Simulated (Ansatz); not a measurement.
`CC(C)[O][Ge][Cl]` and `CC(C)OB(N)F` differ in one atom or group.

Ansatz, PBE0-D4/def2-TZVP geometries, multiplicity 1. Each molecule was computed in one conformer, which needn't be the lowest.

Scalar relativity is left out up to krypton.

```
                                        property  `CC(C)[O][Ge][Cl]`
            HOMO–LUMO gap (PBE0/def2-TZVPP) / eV                5.60
             HOMO energy (B3LYP/def2-TZVPP) / eV               -7.56
             LUMO energy (B3LYP/def2-TZVPP) / eV               -2.37
size of the dipole moment (B3LYP/def2-TZVPP) / D                1.56
           LUMO energy (ωB97M-V/def2-TZVPP) / eV               -0.21
               LUMO energy (PBE/def2-TZVPP) / eV               -2.89
```

Q: Give the same properties after the change, and the shifts. (Estimate.)

A: Computed: 
```json
{"property": "HOMO–LUMO gap (PBE0/def2-TZVPP) / eV", "`CC(C)OB(N)F`": "8.53", "shift": "2.93"}
{"property": "HOMO energy (B3LYP/def2-TZVPP) / eV", "`CC(C)OB(N)F`": "-7.35", "shift": "0.21"}
{"property": "LUMO energy (B3LYP/def2-TZVPP) / eV", "`CC(C)OB(N)F`": "0.59", "shift": "2.96"}
{"property": "size of the dipole moment (B3LYP/def2-TZVPP) / D", "`CC(C)OB(N)F`": "0.77", "shift": "-0.79"}
{"property": "LUMO energy (ωB97M-V/def2-TZVPP) / eV", "`CC(C)OB(N)F`": "2.20", "shift": "2.41"}
{"property": "LUMO energy (PBE/def2-TZVPP) / eV", "`CC(C)OB(N)F`": "0.15", "shift": "3.04"}
```

With PBE0 the HOMO rises by 0.15 eV and the LUMO rises by 3.10 eV, so the gap widens by about 2.95 eV. PBE moves the HOMO by 0.46 eV and ωB97M-V by -0.08 eV. Dipoles are sizes alone; their direction can turn.

B3LYP here is the variant with VWN-RPA as its local correlation; programs differ in this.
